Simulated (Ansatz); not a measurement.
`[F][Al]([O][SiH3])[O][SiH3]`, relaxed with RKS PBE-D4/def2-SVP in Ansatz 0.2.0 from a rough embedded geometry. The force threshold is 0.03 eV/Å; the program also tests the step.

Total charge 0; spin multiplicity 1.

Start:

```xyz
12

F    -2.624   -0.753    0.816
Al   -1.038   -1.080    0.079
O     0.296   -1.758    1.143
Si    1.148   -0.313    1.798
O    -0.761   -0.884   -1.730
Si   -0.351    0.778   -1.984
H     1.848    0.402    0.781
H     2.084   -0.788    2.811
H     0.088    0.566    2.473
H     0.980    1.063   -1.421
H    -1.361    1.684   -1.346
H    -0.310    1.084   -3.420
```

| step | energy (eV) | largest force (eV/Å) | largest move (Å) |
| --- | --- | --- | --- |
| 1 | -29234.8026 | 3.149 | 0.000 |
| 2 | -29235.4106 | 1.683 | 0.155 |
| 3 | -29235.7608 | 0.674 | 0.192 |
| 4 | -29235.8727 | 0.367 | 0.198 |
| 5 | -29235.9503 | 0.226 | 0.195 |
| 6 | -29235.9923 | 0.530 | 0.196 |
| 7 | -29236.0508 | 0.337 | 0.200 |
| 8 | -29236.0946 | 0.147 | 0.200 |
| 9 | -29236.1151 | 0.024 | 0.181 |
| 10 (rejected) | -29236.1092 | 0.353 | 0.138 |
| 11 | -29236.1181 | 0.093 | 0.068 |
| 12 (rejected) | -29236.1173 | 0.302 | 0.088 |
| 13 | -29236.1206 | 0.040 | 0.044 |
| 14 | -29236.1220 | 0.039 | 0.049 |
| 15 | -29236.1232 | 0.050 | 0.073 |
| 16 (rejected) | -29236.1216 | 0.173 | 0.110 |
| 17 | -29236.1244 | 0.014 | 0.042 |
| 18 | -29236.1253 | 0.029 | 0.056 |
| 19 | -29236.1264 | 0.053 | 0.084 |
| 20 (rejected) | -29236.1216 | 0.217 | 0.124 |
| 21 | -29236.1275 | 0.010 | 0.033 |

End:

```xyz
12

F    -2.322   -1.940    0.324
Al   -1.050   -0.878    0.145
O     0.084   -0.758    1.392
Si    1.321   -0.456    2.460
O    -0.952    0.033   -1.274
Si   -0.624    1.037   -2.558
H     2.465    0.228    1.758
H     1.816   -1.749    3.048
H     0.831    0.434    3.570
H     0.802    1.520   -2.494
H    -1.542    2.229   -2.521
H    -0.828    0.297   -3.851
```

It took 37 s on 4 threads of an Intel Xeon Platinum 8259CL on a shared host, with 0.2 GiB of host memory at the peak.
